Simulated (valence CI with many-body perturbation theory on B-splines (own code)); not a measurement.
# Tm⁶³⁺: electric-dipole lines

Calculated by configuration interaction combined with many-body perturbation theory (CI+MBPT): four valence electrons over a frozen Dirac-Fock core [He], a basis of 11 s, 11 p, 10 d, 8 f, 5 g, 2 h functions for each j, with the one-electron correlation potential Σ1, the two-electron term Σ2, the three-electron term Σ3, Breit, model QED; selected CI, second order for the rest, scaled by the run's own slope (own B-spline code, finite nucleus).

The last digits are not significant, and no measured levels were compared; by estimate large intervals hold to a few tenths of a per cent, small ones and those within an open d or f shell to about a per cent. Among the levels kept, up to 990 cm⁻¹ of a level comes from second order outside the variational space, and about a tenth of that is noise between levels of different J, which matters for small intervals.

Lines 51 to 100 of 535 in falling wavelength, among levels below 11999 eV, chosen from the strongest by gf and those to the six lowest levels. Wavelengths and rates use the calculated energies. Electric multipoles are in the length gauge with retardation, E1 and E2 with the static RPA response of the core. Weak lines are less certain than strong ones. Lines between different terms over intervals too small for the method are left out, as are lines whose strength nearly cancels. The highest levels of a list are the least certain.

Levels are named by their leading jj configuration (3d3/2^4 stands for four electrons in 3d with j = 3/2), which in mixed levels can hold well under half, so a name can repeat and another be missing. Letters in brackets count levels of one name in rising energy.

```
λ vac (Å)                           Upper                           Lower   A (s⁻¹)  log gf  Branch %
    33.15   (2p1/2 2p3/2^2 3p3/2) J=3 [b]      (2p1/2 2p3/2^2 3s) J=2 [b]  2.49e+11   -0.54       0.1
    33.13          (2s^2 2p3/2 3d3/2) J=2          (2s^2 2p3/2 3p1/2) J=2  2.07e+11   -0.77       0.0
    33.04          (2s 2p1/2^2 3p3/2) J=1             (2s 2p1/2^2 3s) J=0  4.29e+11   -0.68       0.1
    33.04  (2s 2p1/2 2p3/2 3d3/2) J=1 [b]  (2s 2p1/2 2p3/2 3p1/2) J=2 [b]  4.43e+11   -0.66       0.0
    33.01  (2s 2p1/2 2p3/2 3p3/2) J=1 [a]     (2s 2p1/2 2p3/2 3s) J=1 [a]  4.84e+11   -0.63       0.1
    32.97   (2p1/2 2p3/2^2 3p3/2) J=2 [a]      (2p1/2 2p3/2^2 3s) J=1 [a]  2.59e+11   -0.68       0.1
    32.94          (2s^2 2p3/2 3d3/2) J=2          (2s^2 2p3/2 3p1/2) J=1  2.18e+11   -0.75       0.0
    32.91      (2s 2p3/2^2 3d3/2) J=3 [a]          (2s 2p3/2^2 3p1/2) J=3  2.63e+11   -0.52       0.0
    32.88          (2s 2p1/2^2 3d3/2) J=1          (2s 2p1/2^2 3p1/2) J=0  2.95e+11   -0.84       0.2
    32.83       (2p1/2^2 2p3/2 3d3/2) J=2       (2p1/2^2 2p3/2 3p1/2) J=2  1.61e+11   -0.89       0.1
    32.79      (2s 2p3/2^2 3d3/2) J=2 [a]      (2s 2p3/2^2 3p1/2) J=2 [a]  3.75e+11   -0.52       0.0
    32.73   (2p1/2 2p3/2^2 3d3/2) J=2 [a]   (2p1/2 2p3/2^2 3p1/2) J=2 [a]  2.07e+11   -0.78       0.1
    32.72       (2p1/2^2 2p3/2 3d3/2) J=2       (2p1/2^2 2p3/2 3p1/2) J=1  1.83e+11   -0.83       0.2
    32.71      (2s 2p3/2^2 3p3/2) J=1 [a]         (2s 2p3/2^2 3s) J=2 [a]  6.84e+11   -0.48       0.2
    32.67      (2s 2p3/2^2 3d3/2) J=3 [a]      (2s 2p3/2^2 3p1/2) J=2 [a]  1.91e+11   -0.67       0.0
    32.65          (2s 2p3/2^2 3d3/2) J=4          (2s 2p3/2^2 3p1/2) J=3  4.37e+11   -0.20       0.0
    32.64      (2s 2p3/2^2 3d3/2) J=2 [c]      (2s 2p3/2^2 3p1/2) J=2 [b]  1.96e+11   -0.81       0.0
    32.63      (2s 2p3/2^2 3p3/2) J=3 [b]         (2s 2p3/2^2 3s) J=2 [b]  6.90e+11   -0.11       0.2
    32.51          (2s^2 2p3/2 3p3/2) J=1             (2s^2 2p3/2 3s) J=1  5.47e+11   -0.58       3.8
    32.49      (2s 2p3/2^2 3d3/2) J=1 [a]      (2s 2p3/2^2 3p1/2) J=2 [a]  5.02e+11   -0.62       0.0
    32.47      (2s 2p3/2^2 3d3/2) J=2 [c]      (2s 2p3/2^2 3p1/2) J=1 [a]  2.05e+11   -0.79       0.0
    32.46  (2s 2p1/2 2p3/2 3d3/2) J=3 [c]  (2s 2p1/2 2p3/2 3p1/2) J=2 [c]  3.89e+11   -0.37       0.2
    32.45          (2s^2 2p3/2 3d3/2) J=3          (2s^2 2p3/2 3p1/2) J=2  4.47e+11   -0.31       0.0
    32.43   (2p1/2 2p3/2^2 3p3/2) J=3 [a]      (2p1/2 2p3/2^2 3s) J=2 [a]  6.65e+11   -0.13       0.2
    32.42       (2p1/2 2p3/2^2 3d3/2) J=4       (2p1/2 2p3/2^2 3p1/2) J=3  4.27e+11   -0.22       3.0
    32.42  (2s 2p1/2 2p3/2 3d3/2) J=3 [a]  (2s 2p1/2 2p3/2 3p1/2) J=2 [a]  4.02e+11   -0.35       0.1
    32.36  (2s 2p1/2 2p3/2 3p3/2) J=2 [b]     (2s 2p1/2 2p3/2 3s) J=2 [b]  4.39e+11   -0.46       0.2
    32.34          (2s^2 2p1/2 3d3/2) J=2          (2s^2 2p1/2 3p1/2) J=1  4.44e+11   -0.46       0.2
    32.33  (2s 2p1/2 2p3/2 3d3/2) J=2 [c]  (2s 2p1/2 2p3/2 3p1/2) J=1 [b]  1.83e+11   -0.84       0.0
    32.33      (2s 2p1/2 2p3/2 3d3/2) J=4      (2s 2p1/2 2p3/2 3p1/2) J=3  4.20e+11   -0.23       4.1
    32.32          (2s 2p1/2^2 3d3/2) J=2          (2s 2p1/2^2 3p1/2) J=1  4.29e+11   -0.47       0.2
    32.32   (2p1/2 2p3/2^2 3d3/2) J=2 [c]   (2p1/2 2p3/2^2 3p1/2) J=1 [b]  3.95e+11   -0.51       0.6
    32.28      (2s 2p3/2^2 3d3/2) J=3 [b]      (2s 2p3/2^2 3p1/2) J=2 [b]  3.13e+11   -0.47       0.0
    32.27  (2s 2p1/2 2p3/2 3p3/2) J=3 [c]     (2s 2p1/2 2p3/2 3s) J=2 [c]  5.84e+11   -0.20       0.3
    32.25  (2s 2p1/2 2p3/2 3d3/2) J=2 [a]  (2s 2p1/2 2p3/2 3p1/2) J=1 [a]  2.13e+11   -0.78       0.1
    32.22   (2p1/2 2p3/2^2 3d3/2) J=3 [a]   (2p1/2 2p3/2^2 3p1/2) J=2 [a]  3.83e+11   -0.38       0.1
    32.20       (2p1/2^2 2p3/2 3d3/2) J=3       (2p1/2^2 2p3/2 3p1/2) J=2  3.71e+11   -0.39       1.0
    32.19   (2p1/2 2p3/2^2 3d3/2) J=1 [a]   (2p1/2 2p3/2^2 3p1/2) J=1 [a]  3.57e+11   -0.78       0.2
    32.19   (2p1/2 2p3/2^2 3p3/2) J=3 [b]          (2p1/2 2p3/2^2 3s) J=3  3.10e+11   -0.47       0.1
    32.18       (2p1/2^2 2p3/2 3p3/2) J=1          (2p1/2^2 2p3/2 3s) J=1  3.36e+11   -0.80       0.1
    32.17  (2s 2p1/2 2p3/2 3p3/2) J=2 [c]     (2s 2p1/2 2p3/2 3s) J=1 [c]  5.89e+11   -0.34       0.3
    32.16   (2p1/2 2p3/2^2 3p3/2) J=2 [a]      (2p1/2 2p3/2^2 3s) J=2 [a]  2.78e+11   -0.67       0.1
    32.11       (2p1/2 2p3/2^2 3p3/2) J=4          (2p1/2 2p3/2^2 3s) J=3  5.71e+11   -0.10       0.2
    32.09  (2s 2p1/2 2p3/2 3d3/2) J=1 [a]  (2s 2p1/2 2p3/2 3p1/2) J=1 [a]  3.98e+11   -0.73       0.2
    32.07   (2p1/2 2p3/2^2 3d3/2) J=2 [a]   (2p1/2 2p3/2^2 3p1/2) J=1 [a]  2.01e+11   -0.81       0.1
    31.96          (2s^2 2p3/2 3d3/2) J=1          (2s^2 2p3/2 3p1/2) J=1  3.84e+11   -0.75       0.0
    31.94          (2s 2p3/2^2 3p3/2) J=4             (2s 2p3/2^2 3s) J=3  7.16e+11   -0.01      20.1
    31.91      (2s 2p3/2^2 3d3/2) J=1 [c]      (2s 2p3/2^2 3p1/2) J=1 [a]  2.85e+11   -0.88       0.0
    31.89  (2s 2p1/2 2p3/2 3p3/2) J=3 [a]     (2s 2p1/2 2p3/2 3s) J=2 [a]  6.47e+11   -0.16       0.3
    31.89          (2s^2 2p3/2 3p3/2) J=3             (2s^2 2p3/2 3s) J=2  7.22e+11   -0.11       8.6
```
